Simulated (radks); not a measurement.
Problem. The ruthenium ion Ru12+ is in [Ar] 3d10 4s2 4p2. Calculated with a radial shooting solver on a logarithmic mesh with Libxc functionals: scalar-relativistic Kohn-Sham, PBEsol, spin-polarised, spherical densities, finite nucleus; Fermi nuclear charge, rms radius of each element as measured or else 0.836 A^(1/3) + 0.57 fm. Open shells are filled with parallel spins first. One electron is removed from 3d, 4p, 3p, 4s in turn, with full relaxation. Which removal costs least, and what does each cost?

Solution. 4p 271.24 eV; 4s 301.01 eV; 3d 544.25 eV; 3p 716.06 eV. The 4p electron leaves first.
